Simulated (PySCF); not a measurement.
CH3ClOSi, SMILES CO[Si]Cl (connectivity only; charge and spin as stated), neutral, multiplicity 1.

Coordinates come from a ωB97X-D3(BJ)/def2-SVP optimisation. The values are those of a single conformer.

The numbers are results of ωB97X/def2-TZVPD (PySCF), not measurements.

Isolated molecule, no solvent.

**Question.** Estimate the frontier levels, gap, dipole moment and polarisability. (The exact figures need the calculation; the answer reports its results.)

**Answer.** 
```
Quantity                                                                                                       Result
---------------------------------------------------------------------------------------------  ----------------------
highest occupied level                                                                                       -9.84 eV
lowest empty level                                                                                            0.09 eV
orbital gap                                                                                                   9.92 eV
dipole moment                                                                                                  1.60 D
quadrupole, principal values (traceless, Buckingham form, about the centre of nuclear charge)   -5.68, 2.36, 3.32 D·Å
mean static polarisability                                                                       60.8 bohr³ (9.01 Å³)
polarisability, principal values                                                               50.5, 63.9, 68.0 bohr³
```
